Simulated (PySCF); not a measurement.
C5H5F, SMILES C(=C=CF)C=C. Atoms are numbered in the order given.

```xyz
11

C     -1.4445    -2.1809     1.5369
C     -0.7573    -1.5014     0.6056
C     -0.1828    -0.1769     0.8371
C      0.4992     0.5158    -0.0558
C      1.2118     1.1803    -0.9283
F      0.6843     2.0550    -1.8065
H     -1.6116    -1.7660     2.5359
H     -1.8615    -3.1693     1.3311
H     -0.6018    -1.9331    -0.3885
H     -0.3421     0.2581     1.8345
H      2.2996     1.0931    -1.0271
```

The structure is a stationary point at B3LYP-D3(BJ)/def2-SVP. The structure was generated by enumeration, and PubChem lists no compound with its InChIKey, so it may never have been made. Other conformers were not sampled.

Two levels are set side by side: PBE/pcSseg-1 (PySCF) and HF/pcSseg-1 (PySCF). GIAO shifts against CFCl3 (¹⁹F), TMS (¹H), TMS (¹³C) at the same level; non-relativistic, no solvent, atoms listed together averaged. Differences are taken from unrounded values.

```csv
quantity,HF,PBE,PBE minus HF
δ(¹³C) of C1 (ppm),131.9,129.8,-2.1
δ(¹³C) of C2 (ppm),143.2,144.1,0.9
δ(¹³C) of C3 (ppm),116.0,119.5,3.5
δ(¹³C) of C4 (ppm),216.4,215.1,-1.3
δ(¹³C) of C5 (ppm),133.4,138.8,5.5
δ(¹⁹F) of F6 (ppm),-150.7,-182.7,-32.0
"δ(¹H) of H7, H8 (ppm)",6.01,5.89,-0.12
δ(¹H) of H9 (ppm),6.70,6.63,-0.07
δ(¹H) of H10 (ppm),6.89,6.94,0.05
δ(¹H) of H11 (ppm),7.67,7.81,0.13
```

Rough cost on one machine, each run with all the roots and properties that it gave: HF against PBE within a factor of 2.
